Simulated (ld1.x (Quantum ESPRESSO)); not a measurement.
# platinum (Pt): one change to an ultrasoft potential, before and after

* Element: platinum (Pt)
* Generator: ld1.x (Quantum ESPRESSO) 7.5
* Type: ultrasoft
* Functional: LDA (PZ)
* Relativity: scalar-relativistic
* Frozen core: [Xe] 4f14
* Valence charge: 10
* Reference configuration: 5d9 6s0 6p1
* Partial waves: 6s (bound, empty): rcut 2.40, rcutus 2.70 bohr; 6s channel at 3.05 Ry: rcut 2.40, rcutus 2.70 bohr; 6p (bound): rcut 2.30, rcutus 2.85 bohr; 6p channel at 0.65 Ry: rcut 2.30, rcutus 2.85 bohr; 5d (bound): rcut 1.20, rcutus 1.30 bohr; 5d channel at -0.05 Ry: rcut 1.20, rcutus 1.30 bohr
* Local potential: all-electron potential smoothed inside 1.40 bohr (lloc = -2)
* Core correction: Bessel-smoothed model core inside 0.60 bohr
* Augmentation charge: PSQ, radius 0.90 bohr

All-electron outer shells of the reference configuration (LDA (PZ), scalar-relativistic, ld1.x):

```csv
shell,level (eV),outermost node (bohr),outermost maximum (bohr)
4f,-72.50,–,0.38
5p,-58.31,0.53,0.98
5d,-8.30,0.57,1.26
6s,-7.43,1.14,2.32
6p,-2.03,1.36,3.38
```

Change: local potential all-electron potential smoothed inside 1.72 bohr (lloc = -2).

Cutoffs: the cutoffs (Ry, on a coarse ladder) from which the occupation-weighted sum of valence levels, in a spherical-Bessel basis at the reference potential, stays within 10 and 1 mRy of its value at 400 Ry; they do not see the model core or the augmentation charge, which bear on the density cutoff. Errors are all-electron minus pseudo energies relative to the spin-unpolarised reference configuration.

Task: How do hardness, ghosts and transferability respond?

Result: The potential gets neither clearly harder nor softer (60 Ry and 100 Ry → 60 Ry and 100 Ry); the bound ghost in s disappears; the errors of the 9 common tests hardly move; the range in which the s phases agree narrows (upper end at the end of the scan → 2.1); the range in which the p phases agree narrows (upper end 4.1 → 2.8). A state that the projectors do not describe sees the local part alone, so a deeper or shallower local part can create or remove a ghost.

```csv
quantity,base,changed
"cutoff, loose",60 Ry,60 Ry
"cutoff, tight",100 Ry,100 Ry
bound ghosts,s,none
"error for 5d9 6s1 6p0, meV [ΔE -5.19 eV]",-103,-103
"error for 5d9 6s0 6p0, meV [ΔE 4.36 eV]",-2.6,-2.6
"error for 5d8 6s0 6p0, meV [ΔE 24.62 eV]",-34,-34
"error for 5d8 6s1 6p1, meV [ΔE 1.41 eV]",-178,-173
"error for 5d7 6s0 6p0, meV [ΔE 57.13 eV]",-203,-204
"error for 5d10 6s0 6p0, meV [ΔE -5.13 eV]",-16,-16
"error for 5d8 6s1 6p0, meV [ΔE 6.23 eV]",-190,-186
"error for 5d9 6s0 6p1 (spin-polarised), meV [ΔE -0.29 eV]",-0.7,-0.7
"error for 5d9 6s1 6p0 (spin-polarised), meV [ΔE -5.56 eV]",-103,-102
s: phases at 3.12 bohr within 0.05 rad from the reference energy up to (Ry; the scan ends near 5),to the end of the scan,2.1
p: phases at 3.12 bohr within 0.05 rad from the reference energy up to (Ry; the scan ends near 5),4.1,2.8
d: phases at 3.12 bohr within 0.05 rad from the reference energy up to (Ry; the scan ends near 5),to the end of the scan,to the end of the scan
lowest overlap eigenvalue by channel,"s 0.33, p 0.42, d 0.28","s 0.61, p 0.49, d 0.83"
```

 A true bound ghost makes a file unfit for plane-wave use even where its test errors are small: the radial tests pick states by their node count and pass the ghost by.
